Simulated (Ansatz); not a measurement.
Ansatz (a program for electronic structure) input (B3LYP/3-21G): The .json file is the Basis Set Exchange's 3-21G.

Ansatz 0.2 input:
```yaml
crystal:
  periodic: [false, false, false]
  atoms:
    - {symbol: C, position_ang: [1.44426070, -0.53658161, -0.27402555]}
    - {symbol: C, position_ang: [1.36902390, 0.90871354, 0.23061831]}
    - {symbol: C, position_ang: [-0.09966705, 0.54899598, 0.74559223]}
    - {symbol: C, position_ang: [0.14065038, -0.72927474, 0.15909879]}
    - {symbol: C, position_ang: [-1.28634728, -0.95967727, -0.32215211]}
    - {symbol: C, position_ang: [-1.37294596, 0.60773327, -0.18472220]}
    - {symbol: H, position_ang: [2.26019345, -1.18278387, -0.58882787]}
    - {symbol: H, position_ang: [1.29799486, 1.63376910, -0.58908418]}
    - {symbol: H, position_ang: [2.10293262, 1.28829290, 0.96136211]}
    - {symbol: H, position_ang: [-1.43086623, -1.37938019, -1.32226701]}
    - {symbol: H, position_ang: [-1.92490781, -1.48935370, 0.39132526]}
    - {symbol: H, position_ang: [-1.16856776, 1.04398640, -1.17825130]}
    - {symbol: H, position_ang: [-2.30662743, 1.04601428, 0.19928636]}
basis:
  gaussian:
    orbitals: 3-21G.json
hamiltonian:
  xc: {name: B3LYP}
total_charge: -1
output: {forces: true}
```

Output:

```
Functional definition: B3LYP
integrals: 0.03 GiB planned
919 factors; integrals over basis functions are off by at most 9.2e-4 eV
mean field: 0.23 GiB planned
mean field evaluation 1: about -6293.0123 eV, gradient 3.1e1 eV
mean field evaluation 2: about -6292.3657 eV, gradient 3.5e1 eV
mean field evaluation 4: about -6295.5078 eV, gradient 3.0e0 eV
mean field evaluation 8: about -6295.6226 eV, gradient 7.7e-2 eV
mean field evaluation 16: about -6295.6227 eV, gradient 1.2e-5 eV
mean field -6295.62265839 eV, -231.3598653694 hartree, gradient 1.2e-5 eV, S^2 0.000000; 0 other end points of the search recorded, 0 dependent functions left out
the calculation of the forces begins
reference -6295.62284232 eV, -231.3598721289 hartree; 22, 22 occupied and 46, 46 virtual orbitals, 919 factors
Total energy: -6295.62284232 eV, -231.3598721289 hartree
Atom 0 at     1.444261    -0.536582    -0.274026 Å, force     0.442493    -0.537171    -0.473926 eV/Å
Atom 1 at     1.369024     0.908714     0.230618 Å, force     0.625473     0.860084    -0.034592 eV/Å
Atom 2 at    -0.099667     0.548996     0.745592 Å, force    -0.280507     0.415019     1.007941 eV/Å
Atom 3 at     0.140650    -0.729275     0.159099 Å, force     0.318066    -1.115643     0.224739 eV/Å
Atom 4 at    -1.286347    -0.959677    -0.322152 Å, force    -0.437458    -0.625023    -0.335624 eV/Å
Atom 5 at    -1.372946     0.607733    -0.184722 Å, force    -0.582751     0.886341    -0.279172 eV/Å
Atom 6 at     2.260193    -1.182784    -0.588828 Å, force     0.050516     0.023162     0.046001 eV/Å
Atom 7 at     1.297995     1.633769    -0.589084 Å, force    -0.043579     0.063060    -0.140158 eV/Å
Atom 8 at     2.102933     1.288293     0.961362 Å, force     0.088611     0.012730     0.068432 eV/Å
Atom 9 at    -1.430866    -1.379380    -1.322267 Å, force     0.025168     0.036724    -0.115086 eV/Å
Atom 10 at    -1.924908    -1.489354     0.391325 Å, force    -0.061819    -0.012395     0.115654 eV/Å
Atom 11 at    -1.168568     1.043986    -1.178251 Å, force     0.024209    -0.033687    -0.124771 eV/Å
Atom 12 at    -2.306627     1.046014     0.199286 Å, force    -0.168422     0.026800     0.040563 eV/Å
Dipole moment:    -0.272635    -0.094301    -0.399327 e Å
```

The dipole moment of an ion depends on the origin.

The geometry given is a B3LYP-D3(BJ)/def2-TZVP minimum.
